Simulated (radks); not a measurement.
Bi2+, configuration [Hg] 6p1.

Method: Dirac Kohn-Sham, LDA (Slater exchange, Perdew-Wang correlation), spin-unpolarised, spherical densities, finite nucleus; open shells are shared between the two j in proportion to 2j + 1; Fermi nuclear charge, rms radius 5.5211 fm; computed with a radial shooting solver on a logarithmic mesh with Libxc functionals.

Energy parts (hartree):
part                       energy
total                 -21562.4810
kinetic                25177.8285
electron-nucleus      -54597.7157
Hartree                 8243.8020
exchange-correlation    -386.3958

Orbitals (lengths in bohr, moments of r in powers of bohr; r(max) is where P^2 peaks):
\begin{tabular}{lrrrrr}
orbital & occ. & eigenvalue (hartree) & <r^4> & <r> & r(max) \\ \hline
1s1/2 & 2 & -3322.100 & 3.340e-07 & 0.01581 & 0.009669 \\
2s1/2 & 2 & -597.0021 & 0.00004760 & 0.06583 & 0.05647 \\
2p1/2 & 2 & -574.0838 & 0.00002793 & 0.05390 & 0.04119 \\
2p3/2 & 4 & -488.9370 & 0.00004568 & 0.06294 & 0.04903 \\
3s1/2 & 2 & -144.5730 & 0.001716 & 0.1712 & 0.1589 \\
3p1/2 & 2 & -134.1219 & 0.001480 & 0.1616 & 0.1478 \\
3p3/2 & 4 & -115.0620 & 0.002125 & 0.1781 & 0.1637 \\
3d3/2 & 4 & -97.75875 & 0.001387 & 0.1545 & 0.1268 \\
3d5/2 & 6 & -93.71387 & 0.001544 & 0.1595 & 0.1312 \\
4s1/2 & 2 & -33.65006 & 0.03731 & 0.3772 & 0.3566 \\
4p1/2 & 2 & -29.09374 & 0.03912 & 0.3779 & 0.3537 \\
4p3/2 & 4 & -24.38707 & 0.05528 & 0.4128 & 0.3858 \\
4d3/2 & 4 & -16.93131 & 0.06302 & 0.4163 & 0.3763 \\
4d5/2 & 6 & -16.05251 & 0.06978 & 0.4274 & 0.3860 \\
4f5/2 & 6 & -6.36524 & 0.1014 & 0.4381 & 0.3394 \\
4f7/2 & 8 & -6.16327 & 0.1071 & 0.4442 & 0.3438 \\
5s1/2 & 2 & -6.43324 & 0.8595 & 0.8310 & 0.7710 \\
5p1/2 & 2 & -4.84488 & 1.145 & 0.8841 & 0.8059 \\
5p3/2 & 4 & -3.92959 & 1.700 & 0.9744 & 0.8826 \\
5d3/2 & 4 & -1.70844 & 4.631 & 1.204 & 1.016 \\
5d5/2 & 6 & -1.59644 & 5.349 & 1.246 & 1.047 \\
6s1/2 & 2 & -1.14107 & 33.77 & 2.067 & 1.836 \\
6p1/2 & 0.333333 & -0.79316 & 65.72 & 2.421 & 2.110 \\
6p3/2 & 0.666667 & -0.69129 & 97.15 & 2.678 & 2.347 \\
\end{tabular}

The highest occupied level is 6p3/2 at -18.811 eV. Summed over all electrons, <r^2> = 49.54 bohr^2, which gives a Langevin (diamagnetic) susceptibility term of -39.2 x 10^-6 cm^3/mol. For comparison, the ionisation energy in NIST's Atomic Spectra Database is 25.571 eV (measured). In exact Kohn-Sham theory the highest level is minus the ionisation energy, but local and semilocal functionals leave it too shallow, through self-interaction and a potential that decays too fast; potentials with the right tail come closer. The density falls to 0.001 e/bohr^3 at r = 3.91 bohr. The electron density at the nucleus is 2.957e+06 e/bohr^3.

Beside tabulated values, note that spin-unpolarised runs miss the spin-polarisation part of the exchange energy of open shells.
